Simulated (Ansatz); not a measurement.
Input and output for the cluster Ta3⁺.

```yaml
crystal:
  periodic: [false, false, false]
  atoms:
    - {symbol: Ta, position_ang: [-0.013145, 1.381343, -0.454243]}
    - {symbol: Ta, position_ang: [1.200409, -0.755625, 0.320372]}
    - {symbol: Ta, position_ang: [-1.187263, -0.625718, 0.133871]}
basis:
  gaussian: {orbitals: def2-mTZVPP}
total_charge: 1
hamiltonian: {xc: {name: B97M-V}}
output: {forces: true}
```

```sh
$ ansatz run in.yaml --threads 4 --pin off --events-out ev --progress --plain --max-ram 3916MiB
```

It prints (some lines left out):

```
Functional definition: B97M-V
1011 factors; their error is unknown
mean field evaluation 1: about -4622.8686 eV, gradient 8.1e1 eV
mean field evaluation 2: about -4487.2480 eV, gradient 1.7e2 eV
mean field evaluation 4: about -4524.6967 eV, gradient 2.0e2 eV
mean field evaluation 8: about -4639.8411 eV, gradient 1.6e-1 eV
mean field evaluation 16: about -4639.8412 eV, gradient 9.1e-5 eV
mean field evaluation 32: about -4639.2312 eV, gradient 5.3e0 eV
mean field evaluation 64: about -4637.0165 eV, gradient 3.2e1 eV
mean field evaluation 96: about -4636.4339 eV, gradient 2.2e1 eV
mean field evaluation 128: about -4635.9531 eV, gradient 1.0e1 eV
mean field -4639.84119815 eV, -170.5110190347 hartree, gradient 4.4e-6 eV, S^2 0.000000; 8 other end points of the search recorded, 0 dependent functions left out
reference -4639.84125444 eV, -170.5110211033 hartree; 19, 19 occupied and 89, 89 virtual orbitals, 1011 factors
Total energy: -4639.84125444 eV, -170.5110211033 hartree
Atom 0 at    -0.013145     1.381343    -0.454243 Å, force     0.067597     0.930252    -0.301300 eV/Å
Atom 1 at     1.200409    -0.755625     0.320372 Å, force     0.849559    -0.446845     0.197871 eV/Å
Atom 2 at    -1.187263    -0.625718     0.133871 Å, force    -0.917156    -0.483408     0.103429 eV/Å
Dipole moment:     0.076768     0.040472    -0.008660 e Å
```

Hardware: 4 threads of Intel Xeon Platinum 8488C on a shared host. Wall time 23 s.

In the def2 sets Ta takes a core potential; there is no spin–orbit coupling. The restricted singlet is unstable towards broken spin symmetry at other levels; at RKS B97M-V/def2-mTZVPP this wasn't settled.

The dipole of an ion depends on the origin.
